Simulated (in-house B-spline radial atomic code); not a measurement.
Results of a calculation; reference values are marked as such.
## Extrapolating the RPA correlation energy in partial waves: B III (B2+)

All-electron RPA on PBE0 orbitals from an all-electron radial atomic-structure program (B-spline basis), non-relativistic, point nucleus, configuration [He] 2s1, highest spin. RPA overbinds a lone outer s electron by self-correlation, and G0W0 tends to as well. With empty states up to angular momentum L the sums are:

| L | E_c(L) (hartree) |
| --- | --- |
| 2 | -0.116297 |
| 3 | -0.119321 |
| 4 | -0.120462 |
| 5 | -0.120981 |
| 6 | -0.121248 |

For large l each further wave adds A/(l + 1/2)⁴, because the basis must build the cusp where two electrons meet.

Q: Estimate the limit from L = 5 and L = 6.

A: Wave 6 adds -0.000267, against a sum of (l + 1/2)⁻⁴ of 5.60204e-04, so A = -0.47661. The sum over l > 6 is ζ(4, 7.5) = 9.6207e-04, close to 1/(3 × 7³) = 9.7182e-04. The tail is -0.000459 and the limit -0.12171 hartree.

Q: How good is the estimate?

A: A run to L = 11 sums to -0.12160 and extrapolates to -0.12168 hartree, 0.00 millihartree from the run before. The estimate differs from that by -0.03 millihartree, while the bare sum at L = 6 misses 0.4 millihartree (0.4 %).
